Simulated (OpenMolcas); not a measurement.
## CHClFNSi (SMILES FC1=N[SiH]1Cl): methods side by side

The species is CHClFNSi (6 atoms), meant as a singlet with charge 0. SMILES: `FC1=N[SiH]1Cl`. The coordinates come from a PBE0-D4/def2-TZVP relaxation.

Each level gives the dipole moment (D). The values are calculated.

```tsv
level	kind	program	value (D)	CPU time
HF/6-31G* (spherical functions)	Hartree–Fock	OpenMolcas	2.73	11 s
SVWN5/6-31G* (spherical functions)	LDA	OpenMolcas	1.87	23 s
BLYP/6-31G* (spherical functions)	GGA	OpenMolcas	1.83	30 s
revPBE/6-31G* (spherical functions)	GGA	OpenMolcas	1.79	31 s
B3LYP/6-31G* (spherical functions)	global hybrid	OpenMolcas	2.08	32 s
BHLYP/6-31G* (spherical functions)	global hybrid	OpenMolcas	2.38	29 s
M06-2X/6-31G* (spherical functions)	hybrid meta-GGA	OpenMolcas	2.23	37 s
PBE0/6-31G* (spherical functions)	global hybrid	OpenMolcas	2.09	32 s
```

The values span 1.79 to 2.73 D. Magnitudes only. CPU times are rough (shared hosts, several kinds of processor): they show what a rung costs within a factor of a few.
